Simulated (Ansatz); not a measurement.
Molecule: PbBr, net charge 0, doublet state. 
Structure (B3LYP-D3(BJ)/def2-TZVP (Ansatz, a first-principles code) minimum search):
SMILES: [Br][Pb]
```xyz
2

Pb     0.0000     0.0000    -0.7892
Br     0.0000     0.0000     1.8489
```
Charge 0, spin multiplicity 2.

Computed values are from Ansatz. Valence correlation only, unless marked. UHF or UKS for open shells. No spin-orbit coupling. Frozen are the shells of the preceding noble gas and the d and f shells that filled before the atom's block. Past Kr the def2 sets carry scalar-relativistic core potentials. CBS marks a two-point X^-3 extrapolation of the correlation energy; Hartree-Fock from the larger set.

```
Item                                                                                        Result
-------------------------------------------  -----------------------------------------------------
atomisation energy De                         328.5 kJ/mol at CCSD(T)/CBS(def2-TZVPPD,def2-QZVPPD)
vertical ionisation energy (to the singlet)        6.87 eV at CCSD(T)/CBS(def2-TZVPPD,def2-QZVPPD)
total energy                                 -2764.6474 Eh at CCSD(T)/CBS(def2-TZVPPD,def2-QZVPPD)
dipole moment                                                          3.74 D at CCSD(T)/def2-SVPD
T1 diagnostic                                                            0.014 at CCSD/def2-QZVPPD
```
